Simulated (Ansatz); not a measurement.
Diatomic MnH, multiplicity 7 (the spin of the measured ground state). No spin–orbit coupling. Mn is treated without relativity.

D_e counts from the fitted minimum to each atom's lowest state at the same level, without counterpoise.

Correlated levels freeze the inner cores; with def2 sets outer-core shells near the valence are correlated too.

The values were computed with Ansatz (an electronic-structure program) with Gaussian orbitals. 

PBE/def2-TZVPP gives 44.62 kcal/mol for the bond energy D_e.

Q: Predict the shift from PBE, with its sign, for: r2SCAN/def2-TZVPP, PBE0/def2-TZVPP, wB97M-V/def2-TZVPP, CCSD(T)/def2-QZVPP.

A: r2SCAN/def2-TZVPP 5.17; PBE0/def2-TZVPP -1.70; wB97M-V/def2-TZVPP -8.52; CCSD(T)/def2-QZVPP -4.59 kcal/mol. 1 of 4 lie above PBE; the widest gap is to wB97M-V/def2-TZVPP.
